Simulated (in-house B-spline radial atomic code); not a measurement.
How G0W0 and RPA depend on the start: Kr²⁴⁺

Configuration [Ne] 3s2. Computed with a B-spline radial code for spherical atoms: all electrons, non-relativistic, point nucleus, each spin shell either full or empty, empty states to l = 9 with an (l + 1/2)⁻⁴ tail; G0W0 by contour deformation at full frequency.

| start | mean-field 3s (eV) | G0W0 (eV) | QP weight | RPA correlation (Eh) |
| --- | --- | --- | --- | --- |
| Hartree-Fock | -1132.69 | ? | ? | ? |
| PBE | -1114.56 | -1138.10 | 0.972 | -0.93191 |
| wB97X | -1122.10 | ? | ? | ? |
| LDA VWN5 | -1114.26 | -1138.20 | 0.972 | -0.93441 |
| r2SCAN0 | -1119.73 | -1137.72 | 0.977 | -0.8903 |

Question: What G0W0 level, weight and RPA correlation energy follow from the wB97X start?

Answer: G0W0 level -1137.67 eV, weight 0.977, RPA correlation -0.8923 hartree.

Question: What G0W0 level, weight and RPA correlation energy follow from the Hartree-Fock start?

Answer: G0W0 level -1137.04 eV, weight 0.985, RPA correlation -0.82934 hartree.

Question: How much of the dependence on the start does G0W0 remove?

Answer: The mean-field levels span 18.4 eV and the G0W0 levels 1.16 eV. Against 1155 ± 1.6 eV (NIST, semi-empirical) the G0W0 removal energies are off by -17.96 to -16.80 eV, with relativity, Breit and QED terms left out.
